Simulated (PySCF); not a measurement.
Au (gold, neutral) across methods

[Xe] 4f14 5d9 6s2, 2D determinant (an excited configuration). Calculation: PySCF 2.14, in aug-cc-pVDZ-PP with ECP60MDF (5s5p4d2f, 54 functions); a scalar-relativistic core potential. The B2PLYP total includes its PT2 part (frozen core); its orbital energies are those of the SCF part.

| method | E (hartree) | mean ε 5d β (eV) | mean ε 6s α (eV) | mean ε 6s β (eV) | Σ⟨r²⟩ (bohr²) | ⟨S²⟩ |
| --- | --- | --- | --- | --- | --- | --- |
| UHF | -134.71540 | -14.614 | -8.878 | -8.414 | 55.22 | 0.753 |
| PBE0 | -135.6223 | -10.415 | -7.524 | -7.222 | 54.32 | 0.751 |
| B2PLYP | -135.4145 | -11.950 | -8.057 | -7.739 | 54.73 | 0.751 |
| wB97X | -135.6472 | -12.802 | -9.546 | -9.320 | 54.39 | 0.751 |
| BP86 | -135.7721 | -8.873 | -6.947 | -6.706 | 54.37 | 0.751 |
| LDA | -135.4268 | -8.879 | -7.088 | -6.853 | 54.47 | 0.751 |
| MN15 | -135.4069 | -11.101 | -8.500 | -8.221 | 54.40 | 0.751 |
| r2SCAN | -135.6836 | -9.048 | -6.998 | -6.735 | 54.11 | 0.752 |

Problem. Estimate the same row for PBE.

Solution. E (hartree) = -135.6678; mean ε 5d β (eV) = -8.731; mean ε 6s α (eV) = -6.772; mean ε 6s β (eV) = -6.514; Σ⟨r²⟩ (bohr²) = 54.46; ⟨S²⟩ = 0.751.

Energies and moments cover only the electrons outside the core potential. Spin-orbit coupling, absent here, splits the open shell strongly.
